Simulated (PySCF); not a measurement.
## Relaxation of doublet PdH₃

Level of theory: UPBE0 in PySCF with Pd def2-TZVP with ECP28, H def2-TZVP; scalar-relativistic core potentials, no spin–orbit coupling; density-fitted integrals. A (50,194) grid was used.

A start displaced from a saddle point along its imaginary mode, of Cs symmetry, held to at least that symmetry:

```xyz
4
charge 0 multiplicity 2, angstrom
Pd   -0.0006    0.0000   -0.0293
H     0.1200    0.0000    1.4814
H     1.3434    0.0000    0.8497
H    -1.3991    0.0000    0.7512
```

(1) What forces act on the atoms at the start (eV/Å)?

(2) What does it relax to?

(3) How much energy is released, and in how many steps?

Answers

(1) 
```
atom     Fx    Fy     Fz
 Pd1  -0.17  0.00  -0.11
  H2   0.33  0.00   0.00
  H3  -0.12  0.00   0.19
  H4  -0.05  0.00  -0.09
```

(2) It ends at Cs with H–H 0.802 Å, Pd–H 1.571 Å, Pd–H 1.801 Å, Pd–H 1.897 Å; H–H–Pd 70.8°, H–H–Pd 84.3°, H–Pd–H 24.9°, H–Pd–H 89.3°, H–Pd–H 114.2° (after a last refinement on a finer grid). A frequency run shows 1 imaginary mode, down to 271i cm⁻¹, so it is a saddle point. Other isomers or separated fragments may lie lower.

(3) 54.8 kJ/mol in 14 steps.

Other spin states or occupations of the open shell can lie lower.
